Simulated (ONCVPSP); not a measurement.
## Logarithmic derivatives: iron (Fe), ONCV

iron (Fe), optimised norm-conserving Vanderbilt (ONCV), made with ONCVPSP 4.0.1 (LDA (Perdew-Wang 92), fully relativistic). Core [Ne] 3s2, reference 3p6 3d6 4s1.5 (charge +0.5). Waves: 4s: rc 2.30 bohr, ncon 4, nbas 9, qcut 3.6 1/bohr, 1 projector; 3p: rc 1.35 bohr, ncon 4, nbas 7, qcut 12.5 1/bohr, 2 projectors, debl 3.6 Ha; 3d: rc 1.80 bohr, ncon 4, nbas 8, qcut 10.3 1/bohr, 3 projectors, debl 2.3 Ha. Local part: polynomial inside 1.00 bohr (lpopt 2, dvloc0 -1 Ha). Core correction: polynomial model core, fcfact 0.2.

Open shells are filled in proportion to 2j + 1.

The phase is arctan(r·R′/R) of the radial function R(r), unwrapped; energies in Ha, scanned from -4 to 5 Ha. A pole is an energy at which the radial function vanishes at the test radius. The pseudo phase is shifted by a multiple of π to meet the all-electron one at the reference energy, and phase errors are pseudo minus all-electron; the curves can meet again beyond the range given. Levels narrower than the energy grid can be missing from the lists of poles. n/a: not evaluated, since a narrow level or a reset projector energy made the automatic matching unsafe.

**Question.** For each channel, where are the poles, and over which energies does the pseudopotential scatter like the atom?

**Answer.**

| channel | radius (bohr) | reference energy (Ha) | poles, all-electron | poles, pseudo | unbroken range about the reference energy with phases within 0.05 rad | phase error 1 Ha above the reference energy (rad) |
| --- | --- | --- | --- | --- | --- | --- |
| s | 2.33 | -0.33 | 1.05 | 0.98, 4.68 | n/a | n/a |
| p3/2 | 1.37 | -2.33 | -1.61 | -1.61 | the whole range | -0.000 |
| p1/2 | 1.37 | -2.39 | -1.70 | -1.70 | the whole range | -0.000 |
| d5/2 | 1.83 | -0.43 | -0.14, 4.69 | -0.14, 4.69 | the whole range | -0.000 |
| d3/2 | 1.83 | -0.44 | -0.14, 4.68 | -0.14, 4.68 | the whole range | -0.000 |

Note: ghosts flagged at negative energy: s at -63.9 eV; no localised positive-energy state flagged. A true bound ghost makes a file unfit for plane-wave use.

Phases in the s channel:

```tsv
E (Ha)	all-electron	pseudo
-3.98	1.364	1.370
-3.74	1.341	1.361
-3.50	-1.755	1.350
-3.26	-1.791	1.337
-3.02	-1.809	1.321
-2.78	-1.828	1.302
-2.54	-1.849	1.274
-2.30	-1.876	-1.830
-2.06	-1.909	-1.904
-1.82	-1.953	-1.953
-1.58	-2.016	-2.017
-1.34	-2.111	-2.114
-1.10	-2.271	-2.275
-0.86	-2.576	-2.581
-0.62	-3.157	-3.159
-0.38	-3.822	-3.822
-0.14	-4.213	-4.213
0.10	-4.414	-4.416
0.34	-4.531	-4.535
0.58	-4.609	-4.616
0.82	-4.667	-4.677
1.06	-4.714	-4.730
1.30	-4.756	-4.780
1.54	-4.797	-4.836
1.78	-4.842	-4.907
2.02	-4.895	-5.018
2.26	-4.965	-5.242
2.50	-5.072	-5.894
2.74	-5.265	-6.992
2.98	-5.695	-7.428
3.22	-6.535	-7.593
3.46	-7.156	-7.679
3.70	-7.423	-7.733
3.94	-7.554	-7.772
4.18	-7.632	-7.803
4.42	-7.683	-7.829
4.66	-7.721	-7.853
4.90	-7.749	-7.875
```
